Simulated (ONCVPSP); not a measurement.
## nitrogen (N): one change to an ONCV potential, before and after

* Element: N
* Generator: ONCVPSP 4.0.1
* Type: optimised norm-conserving Vanderbilt (ONCV)
* Functional: LDA (Perdew-Wang 92)
* Relativity: scalar-relativistic
* Frozen core: [He]
* Valence charge: 5
* Reference configuration: 2s2 2p1.5 (charge +1.5)
* Partial waves: 2s: rc 0.90 bohr, ncon 4, nbas 9, qcut 8.1 1/bohr, 2 projectors, debl 1.6 Ha; 2p: rc 1.60 bohr, ncon 4, nbas 9, qcut 9.9 1/bohr, 1 projector; d scattering state at 0.09 Ha: rc 1.75 bohr, ncon 4, nbas 7, qcut 5.3 1/bohr, 2 projectors, debl 1.7 Ha
* Local potential: polynomial inside 0.65 bohr (lpopt 5, dvloc0 0 Ha)
* Core correction: Teter function, fcfact 1.5, rcfact 1.65

Change: s: qcut 6.2; p: qcut 7.6; d: qcut 4.1.

Cutoffs: the cutoffs (Ha) at which the residual kinetic energy of the hardest occupied pseudo-wave falls to 1 and 0.1 mHa per electron; they do not see the model core or the augmentation charge, which bear on the density cutoff. Errors are all-electron minus pseudo energies relative to the spin-unpolarised reference configuration.

Problem. Predict the effect on cutoff, ghosts and configuration errors.

Solution. The potential gets harder (30 Ha and 85 Ha → 97 Ha and 277 Ha); the lowest positive-energy flag moves from d at 93.7 eV to d at 34.5 eV; of the 4 tests that both files solve, the error grows in 4 and shrinks in 0 by more than 15 % and 0.3 meV (median size 28.2 → 50.2 meV); the range in which the d phases agree narrows (upper end 3.1 → 1.2); neither file shows a bound ghost.

```tsv
quantity	base	changed
cutoff, loose	30 Ha	97 Ha
cutoff, tight	85 Ha	277 Ha
loose cutoff by channel	s 30 Ha, p 29 Ha	s 97 Ha, p 22 Ha
bound ghosts	none	none
GHOST(+) flags under 300 eV	d at 93.7 eV	d at 34.5 eV
error for 2s2 2p3, meV [ΔE -26.12 eV]	+39	+71
error for 2s2 2p2, meV [ΔE -12.38 eV]	+9.6	+17
error for 2s2 2p1, meV [ΔE 16.59 eV]	+17	+29
error for 2s1 2p4, meV [ΔE -14.91 eV]	+100	+177
s: phases at 0.91 bohr within 0.05 rad from the reference energy up to (Ha; the scan ends near 5)	to the end of the scan	to the end of the scan
p: phases at 1.63 bohr within 0.05 rad from the reference energy up to (Ha; the scan ends near 5)	0.9	0.7
d: phases at 1.78 bohr within 0.05 rad from the reference energy up to (Ha; the scan ends near 5)	3.1	1.2
rms error of d²Exc/dni dnj with the model core, mHa	2.85	2.90
```
